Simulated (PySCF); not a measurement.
**NMR problem set**

Computed data (PySCF): GFN2-xTB geometry, couplings computed with B3LYP/pcJ-1 (spin–dipole term left out of most H,H and C,H couplings), shieldings: GIAO PBE0/pcSseg-1. One conformer, no relativistic terms, rapidly exchanging positions averaged, no solvent.

References, each an isolated molecule treated in the same way: TMS for ¹H, ¹³C. Multiplet labels drop J under 1 Hz and among equivalent protons, and merge close values. Unscaled 3J(H,H) run several per cent high. Splittings of carbon signals by F and P are missing where no couplings were computed. Where no couplings were computed, multiplicities follow the n + 1 count of equivalent neighbours, and m marks all less simple cases (inequivalent or close neighbours, rings, F or P nearby). Shifts are as computed. Against solution values, carbons near 30 ppm lie about +3 ppm off and those near 130 ppm about +5 ppm. Of 1211 compounds with measured shifts, 218 miss one by over three times the rms of a fit or turn the order of signals round; such compounds aren't used in these exercises.

**Question.** C$_{4}$H$_{5}$N$_{3}$O. ¹H NMR (500 MHz, computed): δ 10.46 (s, 1H), 8.16 (s, 1H), 4.28 (s, 3H). ¹³C{¹H} NMR (computed): δ 191.3 (CH), 154.6 (C), 133.0 (CH), 36.3 (CH3). What is it?

**Answer.** SMILES C1=C(C=O)N=NN1C. The formula gives 4 degrees of unsaturation (1 ring in the answer). 4 carbon signals for 4 carbons: no two carbons are equivalent. Carbon types of the structure: 1 × C, 2 × CH, 1 × CH3, which accounts for all hydrogens. δC 191.3: aldehyde carbonyl carbon; the double bond to the heteroatom, with no lone-pair donor beside it, deshields it most. δC 154.6: substituted aromatic carbon next to a ring nitrogen. δC 133.0: aromatic CH next to a ring nitrogen. δH 10.46: hydrogen on an aldehyde carbonyl carbon; the C=O anisotropy and electron withdrawal place aldehyde protons far downfield.

The shifts were computed for this structure.

**Question.** C$_{8}$H$_{11}$OP. ¹H NMR (300 MHz, computed): δ 7.72 (m, 1H), 7.23 (m, 1H), 3.96 (s, 3H), 2.66 (m, 3H), 2.45 (s, 3H). ¹³C{¹H} NMR (computed): δ 169.7 (C), 167.5 (C), 149.3 (C), 133.8 (CH), 129.0 (CH), 55.2 (CH3), 25.2 (CH3), 24.9 (CH3). Identify the compound.

**Answer.** `c1(C)c(C)pcc(OC)c1`. 8 carbon signals for 8 carbons: no two carbons are equivalent. Carbon types of the structure: 3 × C, 2 × CH, 3 × CH3, which accounts for all hydrogens. δC 169.7, 149.3: substituted aromatic carbon. δC 167.5: aromatic carbon bearing oxygen; the electronegative substituent deshields the carbon that carries it. δC 133.8, 129.0: aromatic CH; the aromatic region. δH 7.72, 7.23: hydrogen on an aromatic CH; it sits in the deshielding region of the aromatic ring current.

The shifts were computed for this structure.
